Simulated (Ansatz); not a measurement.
The first iterations of a band of CH$_{6}$AlNS (10 atoms, charge 0, multiplicity 1).

Theory: RKS PBE-D4/def2-SVP (Ansatz 0.2.0).

```yaml
movable_images: 9
climbing_image: yes
spring: 5.0 eV/Å²
optimiser: quadratic models (default)
start_path: IDPP
force_threshold: 0.05 eV/Å
iteration_limit: 60
end_points: relaxed
```

Initial state:

```xyz
10
Properties=species:S:1:pos:R:3
C -1.396 1.047 0.165
Al 0.268 0.063 -0.143
N 0.533 -1.587 0.485
S 1.880 1.021 -1.322
H -1.986 1.124 -0.773
H -1.191 2.085 0.502
H -2.039 0.563 0.927
H -0.154 -2.102 1.041
H 1.366 -2.164 0.353
H 2.718 -0.050 -1.235
```

Final state:

```xyz
10
Properties=species:S:1:pos:R:3
C -1.190 0.960 0.097
Al 0.394 -0.181 -0.094
N 0.500 -1.797 0.654
S 2.170 0.439 -1.264
H -1.728 1.057 -0.869
H -0.916 1.986 0.419
H -1.907 0.553 0.840
H -0.233 -2.222 1.226
H 1.293 -2.437 0.577
H 1.617 1.641 -1.588
```

| iteration | highest image above the first end (eV) | largest band force component (eV/Å) |
| --- | --- | --- |
| 1 | 0.194 | 1.052 |
| 2 | 0.126 | 0.247 |

**Question.** Does the band converge within its limit, and where does its top end?

**Answer.** It converged. It ended after 5 iterations with the highest image 0.119 eV above the first end. A vibrational analysis at the climbing image gives one clearly imaginary mode, 192i cm⁻¹: a first-order saddle point.

The run took 68 s on 2 threads of Arm Neoverse V2, with other jobs on the host, peak memory 0.12 GiB.
